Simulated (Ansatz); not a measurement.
Ansatz (a first-principles code) input for B(H)(NH2)(NMe2) (C₂H₉BN₂), SMILES CN(C)BN, PBE-D3(BJ)/def2-SVP. 

Ansatz 0.2 input:
```yaml
crystal:
  periodic: [false, false, false]
  atoms:
    - {symbol: B, position_ang: [0.07345833, 0.20777095, -1.07514018]}
    - {symbol: H, position_ang: [0.53267227, -0.45298219, -1.98226115]}
    - {symbol: N, position_ang: [-0.47633356, 1.47295855, -1.38969594]}
    - {symbol: H, position_ang: [-0.48668026, 1.81404036, -2.34037855]}
    - {symbol: H, position_ang: [-0.88674275, 2.11922324, -0.72852444]}
    - {symbol: N, position_ang: [0.12340143, -0.34149224, 0.23501220]}
    - {symbol: C, position_ang: [0.70012580, -1.63784253, 0.50283806]}
    - {symbol: C, position_ang: [-0.37909710, 0.31435113, 1.41729062]}
    - {symbol: H, position_ang: [1.55207388, -1.56910794, 1.20879512]}
    - {symbol: H, position_ang: [-0.03912157, -2.32915553, 0.95501053]}
    - {symbol: H, position_ang: [1.06405303, -2.08781167, -0.43057840]}
    - {symbol: H, position_ang: [-1.16526130, -0.28747511, 1.91494295]}
    - {symbol: H, position_ang: [0.42216919, 0.48160762, 2.16433902]}
    - {symbol: H, position_ang: [-0.81610153, 1.29349051, 1.17636994]}
basis:
  gaussian:
    orbitals: def2-SVP
hamiltonian:
  xc: pbe
  dispersion: d3bj
relax: {f_tol: 0.002, max_steps: 200}
```

Output:

```
Functional definition: PBE
integrals: 0.06 GiB planned
1336 factors; their error is unknown
mean field: 0.34 GiB planned
mean field evaluation 1: about -5852.5060 eV, gradient 7.8e1 eV
mean field evaluation 2: about -5827.2411 eV, gradient 1.3e2 eV
mean field evaluation 4: about -5866.6153 eV, gradient 8.5e0 eV
mean field evaluation 8: about -5866.7680 eV, gradient 1.7e-1 eV
mean field evaluation 16: about -5866.7079 eV, gradient 4.9e-4 eV
mean field -5866.70787084 eV, -215.5975376560 hartree, gradient 6.4e-5 eV, S^2 0.000000; 0 other end points of the search recorded, 0 dependent functions left out
the calculation of the forces begins
reference -5866.70790678 eV, -215.5975389768 hartree; 20, 20 occupied and 95, 95 virtual orbitals, 1336 factors
relax step   1: F+E_penalty+E_count = -5866.97068886 eV  Δ(F+E_penalty+E_count) = +0.000e0 eV  max|allowed force component| = 2.994e-1 eV/Å  Δτ_max = 0.0000 Å  (28 SCF iters, accepted)
these checks for a lower state are left out or cut short: starts, cluster_reference, orbital_swaps, neighbouring_geometries, increment
integrals: 0.06 GiB planned
1336 factors; their error is unknown
mean field: 0.34 GiB planned
mean field -5866.71865461 eV, -215.5979339523 hartree, gradient 7.1e-6 eV, S^2 0.000000; 0 other end points of the search recorded, 0 dependent functions left out
the calculation of the forces begins
reference -5866.71869063 eV, -215.5979352758 hartree; 20, 20 occupied and 95, 95 virtual orbitals, 1336 factors
relax step   2: F+E_penalty+E_count = -5866.98068359 eV  Δ(F+E_penalty+E_count) = -9.995e-3 eV  max|allowed force component| = 6.705e-2 eV/Å  Δτ_max = 0.0103 Å  (32 SCF iters, accepted)
these checks for a lower state are left out or cut short: starts, cluster_reference, orbital_swaps, neighbouring_geometries, increment
integrals: 0.06 GiB planned
1336 factors; their error is unknown
mean field: 0.34 GiB planned
mean field evaluation 32: about -5866.7199 eV, gradient 7.1e-6 eV
mean field -5866.71985367 eV, -215.5979780169 hartree, gradient 7.1e-6 eV, S^2 0.000000; 0 other end points of the search recorded, 0 dependent functions left out
the calculation of the forces begins
reference -5866.71988971 eV, -215.5979793413 hartree; 20, 20 occupied and 95, 95 virtual orbitals, 1336 factors
relax step   3: F+E_penalty+E_count = -5866.98156856 eV  Δ(F+E_penalty+E_count) = -8.850e-4 eV  max|allowed force component| = 1.409e-2 eV/Å  Δτ_max = 0.0043 Å  (34 SCF iters, accepted)
these checks for a lower state are left out or cut short: starts, cluster_reference, orbital_swaps, neighbouring_geometries, increment
integrals: 0.06 GiB planned
1336 factors; their error is unknown
mean field: 0.34 GiB planned
mean field -5866.71985468 eV, -215.5979780540 hartree, gradient 2.6e-5 eV, S^2 0.000000; 0 other end points of the search recorded, 0 dependent functions left out
the calculation of the forces begins
reference -5866.71989072 eV, -215.5979793783 hartree; 20, 20 occupied and 95, 95 virtual orbitals, 1336 factors
relax step   4: F+E_penalty+E_count = -5866.98157305 eV  Δ(F+E_penalty+E_count) = -4.482e-6 eV  max|allowed force component| = 4.852e-3 eV/Å  Δτ_max = 0.0006 Å  (21 SCF iters, accepted)
these checks for a lower state are left out or cut short: starts, cluster_reference, orbital_swaps, neighbouring_geometries, increment
integrals: 0.06 GiB planned
1336 factors; their error is unknown
mean field: 0.34 GiB planned
mean field -5866.71984910 eV, -215.5979778490 hartree, gradient 6.7e-6 eV, S^2 0.000000; 0 other end points of the search recorded, 0 dependent functions left out
the calculation of the forces begins
reference -5866.71988514 eV, -215.5979791733 hartree; 20, 20 occupied and 95, 95 virtual orbitals, 1336 factors
relax step   5: F+E_penalty+E_count = -5866.98157520 eV  Δ(F+E_penalty+E_count) = -2.156e-6 eV  max|allowed force component| = 1.719e-3 eV/Å  Δτ_max = 0.0008 Å  (22 SCF iters, accepted)
integrals: 0.06 GiB planned
1336 factors; their error is unknown
mean field: 0.34 GiB planned
mean field evaluation 64: about -5866.7198 eV, gradient 1.9e-4 eV
mean field -5866.71984910 eV, -215.5979778490 hartree, gradient 6.5e-6 eV, S^2 0.000000; 1 other end points of the search recorded, 0 dependent functions left out
the calculation of the forces begins
reference -5866.71988514 eV, -215.5979791733 hartree; 20, 20 occupied and 95, 95 virtual orbitals, 1336 factors
Total energy: -5866.98161124 eV, -215.6075974299 hartree
Atom 0 at     0.073686     0.208261    -1.077577 Å, force     0.000451    -0.000028     0.001685 eV/Å
Atom 1 at     0.536456    -0.457796    -1.989370 Å, force    -0.000229    -0.000119    -0.000006 eV/Å
Atom 2 at    -0.477369     1.477159    -1.395742 Å, force     0.000035     0.000081    -0.001719 eV/Å
Atom 3 at    -0.487787     1.820291    -2.352958 Å, force    -0.000221     0.000272     0.000577 eV/Å
Atom 4 at    -0.891045     2.126677    -0.728402 Å, force     0.000147    -0.000601     0.000376 eV/Å
Atom 5 at     0.123605    -0.342794     0.238517 Å, force    -0.000063     0.000686    -0.001610 eV/Å
Atom 6 at     0.702453    -1.642476     0.502238 Å, force     0.000243    -0.000766     0.000522 eV/Å
Atom 7 at    -0.380882     0.316763     1.421753 Å, force    -0.000302     0.000091     0.000818 eV/Å
Atom 8 at     1.562054    -1.578438     1.212003 Å, force    -0.000275     0.000194    -0.000234 eV/Å
Atom 9 at    -0.038771    -2.342885     0.956932 Å, force     0.000096     0.000286    -0.000160 eV/Å
Atom 10 at     1.067330    -2.091884    -0.440015 Å, force    -0.000009    -0.000018     0.000108 eV/Å
Atom 11 at    -1.174046    -0.285592     1.925384 Å, force     0.000137     0.000086    -0.000185 eV/Å
Atom 12 at     0.423178     0.487212     2.176853 Å, force    -0.000080    -0.000155    -0.000281 eV/Å
Atom 13 at    -0.820247     1.303077     1.178405 Å, force     0.000069    -0.000009     0.000110 eV/Å
Dipole moment:    -0.128848     0.220768     0.152017 e Å
```

The calculation finished and met its thresholds.
